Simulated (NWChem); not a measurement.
System: C2H7FOSi; SMILES C(C)[Si@H](F)O

Output (shortened):

```
             Northwest Computational Chemistry Package (NWChem) 7.3.0
             --------------------------------------------------------

                             Geometry "geometry" -> ""
                             -------------------------

 Output coordinates in angstroms (scale by  1.889725989 to convert to a.u.)

  No.       Tag          Charge          X              Y              Z
 ---- ---------------- ---------- -------------- -------------- --------------
    1 C                    6.0000     0.11002000     2.30564400    -0.04099500
    2 C                    6.0000    -0.72315300     1.06982100     0.29354800
    3 Si                  14.0000    -0.00655400    -0.52922700    -0.34733000
    4 O                    8.0000     1.51720400    -0.82499300     0.22515700
    5 F                    9.0000    -1.00676500    -1.72104700     0.13344800
    6 H                    1.0000    -0.34011700     3.22453200     0.36505900
    7 H                    1.0000     1.12972000     2.22598100     0.36716900
    8 H                    1.0000     0.20988700     2.44494600    -1.12937700
    9 H                    1.0000    -1.74609500     1.16246200    -0.11237200
   10 H                    1.0000    -0.85299000     0.96731900     1.38630300
   11 H                    1.0000     0.10580300    -0.58930700    -1.82445700
   12 H                    1.0000     1.64740000    -0.80709400     1.17770300

 Effective nuclear repulsion energy (a.u.)     248.2761504196

                              NWChem Property Module
                              ----------------------

  itol2e modified to match energy
  convergence criterion.

                                 NWChem DFT Module
                                 -----------------

 Summary of "ao basis" -> "ao basis" (spherical)
 ------------------------------------------------------------------------------
       Tag                 Description            Shells   Functions and Types
 ---------------- ------------------------------  ------  ---------------------
 C                           6-31g*                  6       14   3s2p1d
 Si                          6-31g*                  8       18   4s3p1d
 O                           6-31g*                  6       14   3s2p1d
 F                           6-31g*                  6       14   3s2p1d
 H                           6-31g*                  2        2   2s

  itol2e modified to match energy
  convergence criterion.

[...]

          -----------------------------------------
          Chemical Shielding Tensors (GIAO, in ppm)
          -----------------------------------------

                                NWChem CPHF Module
                                ------------------

  scftype          =     RHF
  nclosed          =       25
  nopen            =        0
  variables        =     1575
  # of vectors     =        3
  tolerance        = 0.10D-03
  level shift      = 0.00D+00
  max iterations   =       50
  max subspace     =       30

 SCF residual:    7.2227283539023909E-006

Iterative solution of linear equations
  No. of variables     1575
  No. of equations        3
  Maximum subspace       30
        Iterations       50
       Convergence  1.0D-04

   iter   nsub   residual    time
   ----  ------  --------  ---------
     1      3    2.43D-01      72.5
     2      6    6.98D-03      80.8
     3      9    7.56D-04      89.1
     4     12    4.89D-05      97.4

      Atom:    1  C
        Diamagnetic
    246.8238      4.9491     -1.5729
      4.9491    255.3366     -1.5371
     -1.5729     -1.5371    243.5552

        Paramagnetic
    -64.8215     -0.5299      1.6895
     -0.5299    -68.4216     -1.5670
      1.6895     -1.5670    -66.4372

        Total Shielding Tensor
    182.0023      4.4191      0.1165
      4.4191    186.9150     -3.1042
      0.1165     -3.1042    177.1180

           isotropic =     182.0118
          anisotropy =      12.0645

          Principal Components and Axis System
                 1           2           3
              190.0547    180.1481    175.8324

      1         0.4689      0.8396     -0.2741
      2         0.8598     -0.3629      0.3592
      3        -0.2021      0.4041      0.8921

      Atom:    2  C
        Diamagnetic
    247.9556      1.6829     -2.6152
      1.6829    258.3088      0.8004
     -2.6152      0.8004    244.2450

        Paramagnetic
    -70.6100     -0.0441      2.2273
     -0.0441    -72.9657      0.3781
      2.2273      0.3781    -69.4750

        Total Shielding Tensor
    177.3456      1.6389     -0.3879
      1.6389    185.3432      1.1785
     -0.3879      1.1785    174.7700

           isotropic =     179.1529
          anisotropy =       9.9296

          Principal Components and Axis System
                 1           2           3
              185.7727    177.1687    174.5174

      1         0.1856      0.9594      0.2124
      2         0.9777     -0.1587     -0.1375
      3         0.0982     -0.2331      0.9675

      Atom:    3  Si
        Diamagnetic
    882.7904      1.4084      0.2267
      1.4084    883.3320     -0.8639
      0.2267     -0.8639    876.5051

        Paramagnetic
   -479.9128    -13.6050    -10.4630
    -13.6050   -459.1357     15.0556
    -10.4630     15.0556   -475.9564

        Total Shielding Tensor
    402.8776    -12.1966    -10.2363
    -12.1966    424.1963     14.1917
    -10.2363     14.1917    400.5487

           isotropic =     409.2075
          anisotropy =      42.7625

          Principal Components and Axis System
                 1           2           3
              437.7158    398.8589    391.0479

      1        -0.4075      0.7229      0.5581
      2         0.8101      0.5682     -0.1445
      3         0.4215     -0.3932      0.8171

      Atom:    4  O
        Diamagnetic
    400.6238     -5.2961     11.6310
     -5.2961    378.5560     -1.8035
     11.6310     -1.8035    395.5629

        Paramagnetic
   -116.4049      6.1594      4.6320
      6.1594   -100.5447    -27.7424
      4.6320    -27.7424   -124.2700

[...]
```

Level: B3LYP/6-31G* (spherical d), GIAO. Structure relaxed at the PBE0/def2-SVP level. No frequency run checked for a minimum. B3LYP is NWChem's, with the RPA form of VWN correlation. The printed shielding anisotropy is the first printed principal value minus the mean of the other two.

### Question
Write an input that gives this output.

### Answer
Several could match; the one computed here: the input that was run:
```
start job
memory heap 200 mb stack 900 mb global 1100 mb
geometry units angstroms noautosym nocenter noautoz
  C      0.110020     2.305644    -0.040995
  C     -0.723153     1.069821     0.293548
  Si    -0.006554    -0.529227    -0.347330
  O      1.517204    -0.824993     0.225157
  F     -1.006765    -1.721047     0.133448
  H     -0.340117     3.224532     0.365059
  H      1.129720     2.225981     0.367169
  H      0.209887     2.444946    -1.129377
  H     -1.746095     1.162462    -0.112372
  H     -0.852990     0.967319     1.386303
  H      0.105803    -0.589307    -1.824457
  H      1.647400    -0.807094     1.177703
end
basis spherical
  C library 6-31g*
  Si library 6-31g*
  O library 6-31g*
  F library 6-31g*
  H library 6-31g*
end
dft
  xc b3lyp
  iterations 150
end
property
  shielding
end
task dft property
```
